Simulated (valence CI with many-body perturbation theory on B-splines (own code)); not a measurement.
Cd XXXV: electric-dipole lines

Level of theory: valence CI with perturbative core correlation (CI+MBPT): four valence electrons over a frozen Dirac-Fock core [Ne], radial functions for each j: 11 s, 11 p, 10 d, 8 f, 5 g, 2 h, with the one-electron correlation potential Σ1, the two-electron term Σ2, the three-electron term Σ3, Breit, model QED; selected CI, second order for the rest, scaled by the run's own slope (own B-spline code, finite nucleus).

No measured spectrum was set against this ion. As an estimate, large intervals hold to a few tenths of a per cent, small ones and those within an open d or f shell to about a per cent. Among the levels kept, up to 700 cm⁻¹ of a level comes from second order outside the variational space, and about a tenth of that is noise between levels of different J, which matters for small intervals.

Lines 101 to 150 of 543 in falling wavelength, among levels below 4007.2 × 10³ cm⁻¹, chosen from the strongest by gf and those to the six lowest levels. Wavelengths and rates use the calculated energies. Electric multipoles are in the length gauge, E1 and E2 with the static RPA response of the core. Weak lines are less certain than strong ones. Lines between different terms over intervals too small for the method are left out, as are lines whose strength nearly cancels. Where a level lies close to another of its J and parity, the split of strength between their lines is uncertain. The highest levels of a list are the least certain.

Levels are named by their leading jj configuration (3d3/2^4 stands for four electrons in 3d with j = 3/2), which in mixed levels can hold well under half, so a name can repeat and another be missing. Letters in brackets count levels of one name in rising energy.

| λ vac (nm) | Upper | Lower | A (s⁻¹) | log gf | Branch % |
| --- | --- | --- | --- | --- | --- |
| 8.888 | (3s 3p3/2^2 3d5/2) J=2 [a] | (3s^2 3p3/2 3d3/2) J=3 | 1.97e+10 | -0.93 | 10.4 |
| 8.879 | (3s 3p3/2^2 3d3/2) J=0 | (3s^2 3p3/2 3d3/2) J=1 | 6.87e+10 | -1.09 | 12.9 |
| 8.878 | (3s^2 3p3/2 3d3/2) J=3 | (3s^2 3p3/2^2) J=2 | 9.18e+09 | -1.12 | 3.8 |
| 8.878 | (3s 3p3/2^2 3d5/2) J=3 [a] | (3s^2 3p3/2 3d3/2) J=3 | 1.12e+10 | -1.04 | 7.4 |
| 8.867 | (3s 3p1/2 3d3/2 3d5/2) J=5 [b] | (3s 3p1/2 3p3/2 3d5/2) J=4 [d] | 8.44e+10 | 0.04 | 64.2 |
| 8.855 | (3s 3p3/2 3d3/2 3d5/2) J=4 [a] | (3s 3p1/2 3p3/2 3d5/2) J=3 [e] | 3.22e+10 | -0.47 | 14.1 |
| 8.840 | (3s 3p1/2 3d5/2^2) J=3 | (3s 3p1/2 3p3/2 3d5/2) J=3 [c] | 2.22e+10 | -0.74 | 12.6 |
| 8.833 | (3p1/2 3p3/2^2 3d3/2) J=2 [c] | (3s 3p1/2 3p3/2 3d3/2) J=1 [d] | 2.13e+10 | -0.90 | 10.1 |
| 8.829 | (3s 3p1/2 3p3/2 3d3/2) J=2 [c] | (3s^2 3p1/2 3d3/2) J=2 | 5.25e+10 | -0.51 | 59.4 |
| 8.799 | (3p1/2 3p3/2^2 3d5/2) J=4 [b] | (3s 3p1/2 3p3/2 3d5/2) J=3 [b] | 1.58e+10 | -0.78 | 10.2 |
| 8.799 | (3s 3p1/2 3d3/2 3d5/2) J=3 [a] | (3s 3p1/2 3p3/2 3d3/2) J=2 [b] | 2.88e+10 | -0.63 | 42.8 |
| 8.792 | (3s 3p3/2 3d3/2 3d5/2) J=3 [a] | (3s 3p1/2 3p3/2 3d5/2) J=2 [c] | 7.05e+10 | -0.24 | 29.7 |
| 8.780 | (3s 3p1/2 3p3/2 3d5/2) J=3 [d] | (3s 3p1/2 3p3/2^2) J=2 [b] | 1.01e+11 | -0.09 | 75.3 |
| 8.776 | (3s 3p1/2 3p3/2 3d5/2) J=3 [e] | (3s^2 3p1/2 3d5/2) J=2 | 9.68e+10 | -0.11 | 43.6 |
| 8.768 | (3s^2 3d5/2^2) J=2 | (3s 3p3/2^3) J=1 | 1.47e+10 | -1.07 | 3.6 |
| 8.765 | (3s 3p1/2 3d3/2 3d5/2) J=4 [d] | (3s 3p1/2 3p3/2 3d5/2) J=3 [d] | 8.31e+10 | -0.07 | 39.3 |
| 8.756 | (3s 3p1/2 3d3/2 3d5/2) J=3 [e] | (3s 3p1/2 3p3/2 3d5/2) J=2 [b] | 1.26e+10 | -0.99 | 5.4 |
| 8.742 | (3p1/2 3p3/2^2 3d5/2) J=3 [b] | (3s 3p1/2 3p3/2 3d3/2) J=2 [e] | 9.94e+09 | -1.10 | 4.6 |
| 8.736 | (3s 3p3/2^2 3d5/2) J=2 [b] | (3s^2 3p3/2 3d5/2) J=2 [b] | 2.22e+10 | -0.90 | 8.2 |
| 8.736 | (3s 3p3/2 3d3/2 3d5/2) J=3 [d] | (3s 3p1/2 3p3/2 3d5/2) J=2 [e] | 1.90e+10 | -0.82 | 8.6 |
| 8.736 | (3s 3p3/2 3d3/2 3d5/2) J=3 [b] | (3s 3p1/2 3p3/2 3d5/2) J=2 [c] | 1.92e+10 | -0.81 | 6.9 |
| 8.735 | (3s 3p1/2 3p3/2^2) J=2 [b] | (3s^2 3p1/2 3p3/2) J=2 | 1.52e+10 | -1.06 | 24.9 |
| 8.735 | (3s 3p1/2^2 3p3/2) J=1 | (3s^2 3p1/2^2) J=0 | 3.97e+10 | -0.87 | 81.6 |
| 8.732 | (3p1/2 3p3/2^2 3d3/2) J=4 | (3s 3p1/2 3p3/2 3d5/2) J=4 [b] | 8.66e+09 | -1.05 | 11.6 |
| 8.725 | (3s 3p1/2 3p3/2 3d5/2) J=3 [b] | (3s 3p1/2 3p3/2^2) J=3 | 3.21e+10 | -0.59 | 41.6 |
| 8.725 | (3p1/2 3p3/2^2 3d5/2) J=2 [c] | (3s 3p3/2^2 3d3/2) J=1 [a] | 5.12e+10 | -0.53 | 15.3 |
| 8.709 | (3s 3p1/2 3p3/2^2) J=0 | (3s^2 3p1/2 3p3/2) J=1 | 4.24e+10 | -1.32 | 100.0 |
| 8.708 | (3s 3p1/2 3p3/2 3d3/2) J=2 [e] | (3s^2 3p1/2 3d3/2) J=1 | 4.83e+10 | -0.56 | 13.6 |
| 8.705 | (3s 3p1/2 3p3/2 3d5/2) J=3 [a] | (3s 3p1/2 3p3/2^2) J=2 [a] | 1.96e+10 | -0.81 | 13.9 |
| 8.696 | (3s 3p1/2 3p3/2 3d3/2) J=2 [a] | (3s 3p1/2^2 3p3/2) J=1 | 1.99e+10 | -0.95 | 73.7 |
| 8.695 | (3p1/2 3p3/2^2 3d5/2) J=3 [a] | (3s 3p1/2 3p3/2 3d5/2) J=2 [a] | 2.64e+10 | -0.68 | 16.6 |
| 8.689 | (3s 3p1/2 3p3/2 3d5/2) J=2 [a] | (3s 3p1/2 3p3/2^2) J=2 [a] | 3.21e+10 | -0.74 | 47.7 |
| 8.688 | (3s 3p1/2^2 3d5/2) J=3 | (3s 3p1/2^2 3p3/2) J=2 | 2.30e+10 | -0.74 | 78.8 |
| 8.682 | (3p1/2 3p3/2^2 3d5/2) J=2 [a] | (3s 3p1/2 3p3/2 3d5/2) J=3 [d] | 4.77e+10 | -0.57 | 17.5 |
| 8.679 | (3p1/2 3p3/2^2 3d5/2) J=3 [a] | (3s 3p1/2 3p3/2 3d5/2) J=3 [a] | 2.19e+10 | -0.76 | 13.7 |
| 8.673 | (3s^2 3p3/2 3d5/2) J=1 | (3s^2 3p3/2^2) J=0 | 3.30e+09 | -1.95 | 1.8 |
| 8.672 | (3s 3p1/2 3d5/2^2) J=2 [b] | (3s 3p1/2 3p3/2 3d3/2) J=1 [c] | 1.75e+10 | -1.01 | 8.3 |
| 8.672 | (3s 3p1/2 3d3/2 3d5/2) J=3 [c] | (3s 3p1/2 3p3/2 3d3/2) J=2 [d] | 2.03e+10 | -0.80 | 7.7 |
| 8.669 | (3p1/2 3p3/2^2 3d3/2) J=2 [a] | (3s 3p1/2 3p3/2 3d3/2) J=3 [a] | 1.50e+10 | -1.07 | 16.5 |
| 8.667 | (3s^2 3d3/2 3d5/2) J=3 | (3s^2 3p3/2 3d3/2) J=3 | 3.90e+10 | -0.51 | 12.3 |
| 8.667 | (3p1/2 3p3/2^2 3d3/2) J=2 [b] | (3s 3p1/2 3p3/2 3d3/2) J=2 [c] | 3.76e+10 | -0.67 | 26.7 |
| 8.666 | (3s 3p1/2 3d3/2 3d5/2) J=4 [c] | (3s 3p1/2 3p3/2 3d3/2) J=3 [b] | 1.15e+11 | 0.07 | 86.8 |
| 8.660 | (3s 3p3/2 3d3/2 3d5/2) J=2 [c] | (3s 3p3/2^2 3d3/2) J=2 [a] | 2.78e+10 | -0.81 | 15.9 |
| 8.639 | (3s 3p1/2 3p3/2 3d5/2) J=2 [e] | (3s 3p1/2 3p3/2^2) J=1 [b] | 5.01e+10 | -0.55 | 18.6 |
| 8.638 | (3s 3p1/2 3d5/2^2) J=3 | (3s 3p1/2 3p3/2 3d5/2) J=4 [c] | 1.43e+10 | -0.95 | 8.1 |
| 8.636 | (3s 3p1/2 3d5/2^2) J=2 [b] | (3s 3p1/2 3p3/2 3d5/2) J=2 [b] | 2.48e+10 | -0.86 | 11.8 |
| 8.632 | (3s 3p3/2^2 3d5/2) J=2 [b] | (3s^2 3p3/2 3d5/2) J=1 | 6.96e+10 | -0.41 | 25.7 |
| 8.632 | (3p1/2 3p3/2^2 3d5/2) J=1 [b] | (3s 3p1/2 3p3/2 3d3/2) J=1 [c] | 2.80e+10 | -1.03 | 11.9 |
| 8.625 | (3s 3p1/2 3d3/2 3d5/2) J=3 [b] | (3s 3p1/2 3p3/2 3d5/2) J=4 [b] | 1.23e+10 | -1.02 | 8.2 |
| 8.623 | (3p1/2^2 3p3/2^2) J=2 | (3s 3p1/2^2 3p3/2) J=2 | 1.84e+10 | -0.99 | 44.8 |
